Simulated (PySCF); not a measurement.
Br2Ge (SMILES [Br][Ge][Br]), singlet, at a GFN2-xTB geometry. Base run: M062X/6-311G** (PySCF).

Here is a job for PySCF.
```python
from pyscf import gto, scf, dft

mol = gto.Mole()
mol.atom = '''
    Ge    0.01682949    0.00687689    1.03311619
    Br    1.00009172   -1.51961211   -0.47860423
    Br   -1.01547868    1.51332467   -0.46595914
'''
mol.basis = '6-311g**'
mol.verbose = 4
mol.build()

mf = dft.RKS(mol)
mf.xc = 'm062x'
mf.kernel()
mf.analyze()
```

The base run was repeated with changes; each row names its change, and settings that it needs were set with it.

| change | ΔE vs base (mEh) | fitting functions | dipole (D) |
|---|---|---|---|
| base | 0.000 | - | 2.20 |
| exchange = seminumerical (SGX) (with mf = sgx.sgx_fit(mf, auxbasis='def2-universal-jfit'); with mf.with_df.dfj = True) | -0.640 | 174 | 2.20 |
| auxbasis = autoaux | 0.080 | 1048 | 2.20 |
| auxbasis = even-tempered beta=3.0 | -41.862 | 616 | 2.16 |
| auxbasis = def2-universal-jkfit | 0.065 | 798 | 2.20 |
| auxbasis = cc-pvqz-jkfit | -0.008 | 654 | 2.20 |
| auxbasis = cc-pvtz-ri | -17363.1 | 498 | 2.21 |
| auxbasis = cc-pvtz-jkfit | 0.012 | 621 | 2.20 |
| auxbasis = even-tempered beta=2.0 | -0.061 | 939 | 2.20 |
| only_dfj = on; auxbasis = def2-universal-jfit | -0.592 | 174 | 2.20 |

A fitting set is made for a task (jfit for Coulomb, jkfit for Coulomb and exchange, ri for correlation) and for a family of orbital bases.
